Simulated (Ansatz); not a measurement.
Question: Name a neutral molecule of N, Nb, O and H with HOMO energy (B3LYP/def2-TZVPP) between -6.75 and -6.45 eV and LUMO energy (PBE/def2-TZVPP) between -1.30 and -1.00 eV (Ansatz, PBE0-D4/def2-TZVP geometry).

Answer: `[NH]=[Nb]([NH2])([NH2])[OH]` (-6.67 eV, -1.00 eV); `[NH2][Nb]([NH2])([NH2])=[O]` (-6.60 eV, -1.19 eV). Other molecules can fit too; these were computed, each in one conformer that needn't be the lowest.

B3LYP here is the variant with VWN-RPA as its local correlation; programs differ in this.
